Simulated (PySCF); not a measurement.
## As⁺: excitation energy

As⁺ [Ar] 3d10 4s2 4p2 (3P) → As⁺ [Ar] 3d10 4s2 4p1 5s1 (3P), as a difference of total energies. All numbers are calculated (PySCF 2.14, a scalar-relativistic core potential, in aug-cc-pwCVDZ-PP with ECP10MDF (6s5p4d1f, 48 functions)). Correlated levels: valence: 3s2 3p6 3d10 frozen. The calculations carry no spin-orbit coupling.

| method | excitation energy (eV) |
| --- | --- |
| UHF | 9.541 |
| MP2 (valence) | 9.575 |
| SCS-MP2 (valence) | 9.561 |
| CCSD (valence) | 9.571 |
| CCSD(T) (valence) | 9.565 |

How much does correlation contribute at CCSD(T) (valence)?

9.565 − (9.541) = 0.024 eV, measured against UHF.

The promoted electron is Rydberg-like, and one or two diffuse shells describe it only roughly, which tends to raise the upper state.
